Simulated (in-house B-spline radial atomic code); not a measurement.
**wB97X excitations of Cl VIII (Cl7+)**

Method: wB97X. Computed with an all-electron radial atomic-structure program (B-spline basis): linear response of the closed shell [He] 2s2 2p6 with the functional's adiabatic kernel; scalar-relativistic (spin-free one-electron X2C), finite nucleus, no spin-orbit coupling, no double excitations, S, P, D and F terms only. Only terms of natural parity with L up to 3 were computed.

Command:
```bash
python run_td.py task.json out
```
Settings (radii: box in bohr, nucleus in fm):
```
Z                        17
electrons                10
configuration            [He] 2s2 2p6
hamiltonian              x2c
method                   wb97x
box_radius               12.81
rms_radius               3.3654
intervals                71
```

Run time, properties included: 0.8 s on 1 thread of Arm Neoverse N1, on a shared host.

The lowest states, in the order of their Tamm-Dancoff energies; the method's threshold (minus the highest occupied level) is 331.45 eV. Labels give the largest channel, * marks a mixed state, and oscillator strengths are full-response dipole values. Semilocal kernels can invert the small singlet-triplet splittings of Rydberg terms. Energies in eV:

```csv
state,full response,Tamm-Dancoff,oscillator strength
2p → 3s 3P,204.64,204.67,-
2p → 3s 1P,206.00,206.05,0.211
2p → 3p 3S,218.11,218.22,-
2p → 3p 3D,219.51,219.55,-
2p → 3p 1D,220.55,220.58,-
2p → 3p 1S,228.66,229.21,-
2p → 3d 3P,239.73,239.77,-
2p → 3d 3F,239.87,239.91,-
2p → 3d 1F,?,?,-
2p → 3d 1P,244.36,244.55,1.55
2p → 4s 3P,265.66,265.67,-
2p → 4s 1P,266.15,266.16,0.0398
2s → 3s 3S,?,?,-
2s → 3s 1S,268.98,269.02,-
2p → 4p 3S,270.80,270.82,-
2p → 4p 3D,271.23,271.24,-
2p → 4p 1D,271.59,271.60,-
2p → 4p 1S,275.25,275.60,-
2p → 4d 3P,278.35,278.36,-
2p → 4d 3F,278.47,278.48,-
2p → 4d 1F,278.82,278.83,-
2p → 4d 1P,280.32,280.39,0.704
```

**Question.** Where does 2s → 3s 3S lie?

**Answer.** At 266.63 eV in full response, 266.67 eV in Tamm-Dancoff.

**Question.** Where does 2p → 3d 1F lie?

**Answer.** At 240.63 eV in full response, 240.66 eV in Tamm-Dancoff.

**Question.** How large is the singlet-triplet splitting of 2p → 3s (P terms) in Tamm-Dancoff?

**Answer.** 1.37 eV, from the unrounded values.

**Question.** What polarisabilities and dispersion coefficient does the method give?

**Answer.** Dipole 0.052 bohr³, quadrupole 0.01811 bohr⁵, C6 0.02236 hartree·bohr⁶ for two such species.
